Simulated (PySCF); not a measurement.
## Static response to an electric field

Species: C3H7F3P2.
Structure used (GFN2-xTB), in Å, numbered top down from 1:
```
atom  x, y, z in Å
C1    -1.0616    1.4011    0.3862
P2    -0.2641    0.3211   -0.8712
C3     1.0682   -0.4493    0.1648
P4     2.4032    0.8467    0.3680
C5    -1.4770   -1.1203   -0.6878
F6    -2.6810   -0.8075   -1.1842
F7    -1.0427   -2.2033   -1.3483
F8    -1.6783   -1.5087    0.5850
H9    -1.2568    0.8607    1.3127
H10   -0.3919    2.2371    0.5834
H11   -1.9950    1.7884   -0.0219
H12    0.6826   -0.7340    1.1491
H13    1.4620   -1.3322   -0.3454
H14    3.3676   -0.0452    0.8331
H15    2.8603    0.7533   -0.9454
```

Level: PBE0/def2-SVPD (PySCF), static field, nuclei fixed, core orbitals frozen in the response. The polarisability tensor in these axes (au):

```
x   105.28   4.33   5.38
y     4.33  86.77   4.28
z     5.38   4.28  79.45
```

**Question.** What are the eigenvalues, a third of the trace, and Δα (Δα² = ½Σ(αi − αj)² over the three pairs)?

**Answer.** Principal values 77.10, 86.78 and 107.62 au; mean 90.50 au = 13.41 Å³ = 14.92 × 10⁻⁴⁰ C²·m²/J; Δα = 27.02 au (30 % of the mean).

**Question.** What is the dipole moment, and where does it point?

**Answer.** (1.36, 0.78, 1.05) D, 1.89 D in size, pointing from the negative to the positive side. Measured along this direction, the outermost atoms are F6 at the negative end and H14 at the positive end.

**Question.** Form Σ f/ω² (atomic units) for the 8 lowest TDDFT singlets, given as eV and f, and set it beside the mean polarisability, which is this sum over all singlets: 6.22, 0.0303; 6.25, 0.0483; 6.61, 0.0316; 6.69, 0.0580; 7.19, 0.0441; 7.30, 0.0723; 7.49, 0.0443; 7.58, 0.0104.

**Answer.** They add up to 5.34 au, 5.9 % of the 90.50 au; the largest single term is 1.00 au, from the state at 7.30 eV. Terms in order: 0.58, 0.91, 0.54, 0.96, 0.63, 1.00, 0.58, 0.13 au. Higher excitations give the rest. The strengths listed sum to 0.339.

**Question.** Refractivity n − 1 of an ideal gas of it at 273.15 K and 1 atm, from the electronic α?

**Answer.** N = p/kT = 2.6868 × 10¹⁹ cm⁻³, so n − 1 = 2π × N × 13.41 × 10⁻²⁴ cm³ = 2264 × 10⁻⁶ at long wavelengths.

**Question.** How large is μ²/3kT at 400 K beside α?

**Answer.** In Gaussian units μ²/3kT = 21.54 Å³ against 13.41 Å³, a ratio of 1.61; the Debye molar polarisation (4π/3)N_A(α + μ²/3kT) is 88.2 cm³/mol, leaving out the vibrational part.

**Question.** What are the principal values of the traceless quadrupole moment, Θ = ½Σq(3rr − r²1), about the centre of nuclear charge?

**Answer.** -7.43, -0.35, 7.78 D·Å. The values depend on the origin, since the dipole doesn't vanish. The electronic extent ⟨r²⟩ about the same centre is 1549 bohr², a root-mean-square distance of 2.30 Å for the 82 electrons.

**Question.** What depolarisation ratio follows for Rayleigh scattering of linearly polarised light, taking the static tensor?

**Answer.** ρ = 3Δα²/(45ᾱ² + 4Δα²) = 2189.7/(368578 + 2919.6) = 0.00589.

Isolated species at its GFN2-xTB geometry (one conformer only).
